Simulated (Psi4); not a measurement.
H$_{4}$O$_{4}$Si (SMILES O[Si](O)(O)O), singlet, geometry from GFN2-xTB. Base run: TPSS/pcseg-1 run with Psi4.

The Psi4 input:
```
memory 2 GB

molecule {
0 1
  O     0.71655418    1.18982663   -0.84296995
  Si   -0.00000000   -0.00000000    0.00000000
  O    -1.02814201    0.71678285    1.03386749
  O    -0.68738808   -0.99172487   -1.08798669
  O     0.99897591   -0.91488460    0.89708915
  H     1.01009778    1.96488292   -0.37378436
  H    -1.39938075    0.19534961    1.73906562
  H    -1.15878807   -0.60533841   -1.81976724
  H     1.54807104   -1.55489412    0.45448598
}

set basis pcseg-1

energy('tpss')
print_variables()
```

Variants of this job, named by their change:

| change | ΔE vs base (mEh) | SCF cycles | grid points | basis functions | outcome |
|---|---|---|---|---|---|
| base | 0.000 | 7 | 195226 | 94 | converged |
| level_shift = 0.3 | 0.000 | 7 | 195226 | 94 | converged |
| dft_spherical_points = 590 | 0.010 | 7 | 381009 | 94 | converged |
| scf_type = cd | -0.462 | 7 | 195226 | 94 | converged |
| d_convergence = 1e-4 | 0.000 | 7 | 195226 | 94 | converged |
| guess = core | 0.000 | 10 | 195226 | 94 | converged |
| df_basis_scf = cc-pvqz-jkfit | 0.095 | 7 | 195226 | 94 | converged |
| scf_type = out_of_core | 0.139 | 7 | 195226 | 94 | converged |
| soscf = true | - | - | - | 94 | stopped with an error |
| dft_nuclear_scheme = stratmann | 0.005 | 7 | 180038 | 94 | converged |
| dft_radial_scheme = becke | 0.002 | 7 | 173898 | 94 | converged |
| dft_spherical_points = 110 | -0.397 | 7 | 71302 | 94 | converged |
| dft_radial_points = 150 | 0.001 | 7 | 388105 | 94 | converged |

- soscf = true: ended with `Fatal Error: Vx: RKS does not support rotated V builds for MGGA's`
